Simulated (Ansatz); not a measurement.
CH$_{7}$AlSn (`[CH3][SnH2][AlH2]`). Charge 0, multiplicity 1. Sn takes the def2 core potential. The structure was optimised at the PBE0-D4/def2-TZVP level.

```xyz
10

C     1.683    0.679    0.103
Sn   -0.050   -0.213   -0.810
Al   -2.088   -0.613    0.854
H     2.462    0.820   -0.646
H     1.422    1.646    0.533
H     2.063    0.032    0.894
H    -0.520    0.804   -2.113
H     0.454   -1.685   -1.538
H    -2.021   -0.114    2.363
H    -3.405   -1.355    0.360
```

Q: What is the dipole moment at PBE/def2-TZVPP? (Estimate.)

A: The calculation gave: 0.73 D, with components (0.32, 0.26, 0.60) D in this frame, pointing from negative to positive charge.

Q: And with r2SCAN, B3LYP, ωB97M-V? (Estimate.)

A: Ansatz gave: r2SCAN 0.73 D, B3LYP 0.73 D, ωB97M-V 0.71 D.

Q: Give the Mulliken charges with PBE, r2SCAN, B3LYP in def2-TZVPP. (An estimate is asked.)

A: The calculation gave: 
```json
{"atom": "C1", "PBE": "-0.56", "r2SCAN": "-0.47", "B3LYP": "-0.57"}
{"atom": "Sn2", "PBE": "0.36", "r2SCAN": "0.33", "B3LYP": "0.43"}
{"atom": "Al3", "PBE": "0.30", "r2SCAN": "0.44", "B3LYP": "0.34"}
{"atom": "H4", "PBE": "0.13", "r2SCAN": "0.10", "B3LYP": "0.12"}
{"atom": "H5", "PBE": "0.12", "r2SCAN": "0.09", "B3LYP": "0.12"}
{"atom": "H6", "PBE": "0.12", "r2SCAN": "0.09", "B3LYP": "0.12"}
{"atom": "H7", "PBE": "-0.13", "r2SCAN": "-0.14", "B3LYP": "-0.15"}
{"atom": "H8", "PBE": "-0.13", "r2SCAN": "-0.14", "B3LYP": "-0.15"}
{"atom": "H9", "PBE": "-0.11", "r2SCAN": "-0.15", "B3LYP": "-0.13"}
{"atom": "H10", "PBE": "-0.11", "r2SCAN": "-0.16", "B3LYP": "-0.13"}
```

B3LYP here is the variant with VWN-RPA as its local correlation; programs differ in this.
